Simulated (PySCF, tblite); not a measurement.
Compound: C₄H₄F₂O₂.
SMILES with atom numbers: `[O:1]=[C:2]1[CH2:3][C@H:4]([CH:5]([F:6])[F:7])[O:8]1` (hydrogens: H9, H10 on C3; H11 on C4; H12 on C5)

Geometry (GFN2-xTB, Å), atoms numbered from 1 in this order:
```xyz
12
C4H4F2O2 angstrom
O      2.856   -0.489    0.025
C      1.713   -0.244   -0.146
C      0.761    0.896    0.168
C     -0.254    0.005   -0.563
C     -1.426   -0.550    0.247
F     -2.479    0.295    0.169
F     -1.120   -0.659    1.557
O      0.755   -0.993   -0.777
H      0.575    1.047    1.229
H      0.999    1.843   -0.307
H     -0.640    0.388   -1.512
H     -1.740   -1.539   -0.117
```

Computed with PBE0/pcSseg-1 in PySCF (dipole) on a GFN2-xTB geometry, gas phase.

Masses are those of the commonest isotopes; rigid-rotor values at the optimised geometry. The values belong to one conformer with, in the numbering `[O:1]=[C:2]1[CH2:3][C@H:4]([CH:5]([F:6])[F:7])[O:8]1`, C3–C4–C5–F6 92°.

Problem. Give the principal moments of inertia and the rotational constants in MHz.

Solution. Ia = 97.63, Ib = 403.73, Ic = 417.99 u·Å²; 505379 MHz·u·Å²/I gives A = 5176, B = 1252, C = 1209 MHz.

Problem. What kind of rotor is it?

Solution. A near-prolate asymmetric top: κ = (2 × 1252 − 5176 − 1209)/(5176 − 1209) = -0.98.

Problem. What does the inertial defect say?

Solution. Not planar: Δ = Ic − Ia − Ib = -83.38 u·Å². For a rigid frame Δ = −2 Σ m c², so Σ m c² = 41.69 u·Å² lies off the ab plane: 8.54 from hydrogen and 33.15 from heavier atoms. The atom farthest from that plane is 1.90 Å away.

Problem. Give the other two planar moments, Paa and Pbb, and the rms extents of the mass along the axes.

Solution. Paa = Σ m a² = (Ib + Ic − Ia)/2 = 362.04 and Pbb = Σ m b² = (Ia + Ic − Ib)/2 = 55.94 u·Å². With the mass M = 122.02 u, the rms extents √(P/M) along a, b and c are 1.72, 0.68, 0.58 Å.

Problem. List the rotational levels J(Ka,Kc) to J = 5 (K).

Solution. Above 0(0,0), as E/k:
J = 1: 1(0,1) 0.118, 1(1,1) 0.306, 1(1,0) 0.309
J = 2: 2(0,2) 0.354, 2(1,2) 0.541, 2(1,1) 0.547, 2(2,1) 1.112, 2(2,0) 1.112
J = 3: 3(0,3) 0.709, 3(1,3) 0.892, 3(1,2) 0.904, 3(2,2) 1.466, 3(2,1) 1.466, 3(3,1) 2.413, 3(3,0) 2.413
J = 4: 4(0,4) 1.181, 4(1,4) 1.360, 4(1,3) 1.381, 4(2,3) 1.939, 4(2,2) 1.939, 4(3,2) 2.885, 4(3,1) 2.885, 4(4,1) 4.211, 4(4,0) 4.211
J = 5: 5(0,5) 1.771, 5(1,5) 1.945, 5(1,4) 1.976, 5(2,4) 2.529, 5(2,3) 2.530, 5(3,3) 3.476, 5(3,2) 3.476, 5(4,2) 4.802, 5(4,1) 4.802, 5(5,1) 6.506, 5(5,0) 6.506
The levels of one J sum to (2J + 1)J(J + 1)(A + B + C)/3.

Problem. Which types of transition are allowed, and where do some lines up to J = 3 fall?

Solution. The dipole components are |μa| = 2.04 D, |μb| = 1.86 D, |μc| = 0.93 D. The squared components, which scale the intensities, stand as 1.00 : 0.83 : 0.21 (a : b : c). Some lines, for components of 0.1 D or more:

```tsv
type	branch	J(Ka,Kc)	MHz	lower level (cm⁻¹)
b	R	2(0,2) ← 1(1,1)	997	0.213
a	R	1(0,1) ← 0(0,0)	2461	0.000
c	Q	3(1,3) ← 3(0,3)	3819	0.492
b	Q	2(1,1) ← 2(0,2)	4010	0.246
b	Q	3(1,2) ← 3(0,3)	4076	0.492
b	R	1(1,1) ← 0(0,0)	6385	0.000
a	R	3(1,2) ← 2(1,1)	7446	0.380
b	R	2(1,2) ← 1(0,1)	8804	0.082
b	R	3(1,3) ← 2(0,2)	11201	0.246
b	Q	3(2,2) ← 3(1,3)	11966	0.620
b	R	2(2,1) ← 1(1,0)	16738	0.214
c	R	2(2,0) ← 1(1,0)	16739	0.214
b	R	2(2,0) ← 1(1,1)	16781	0.213
c	R	3(2,2) ← 2(1,2)	19284	0.376
c	R	3(3,0) ← 2(2,0)	27112	0.773
b	R	3(3,0) ← 2(2,1)	27113	0.773
```

Problem. Estimate the classical rotational partition function at 10 K, 50 K and 100 K.

Solution. Point group C1, symmetry number σ = 1; q = (√π/σ)·√((kT/h)³/(ABC)), k/h = 20836.6 MHz/K: 1900 at 10 K, 21300 at 50 K, 60200 at 100 K.

Its GFN2-xTB frequencies are all real (lowest 43 cm⁻¹). These are rigid-rotor constants of the computed structure; measured ground-state constants (B0) also hold zero-point vibration.

The run took 21 s wall (grids of density and orbitals included) on one thread of an Arm Neoverse V1, shared host, and the process peaked at 0.80 GiB of memory. This is the PBE0/pcSseg-1 job that gave the dipole, with the shieldings it also computed.
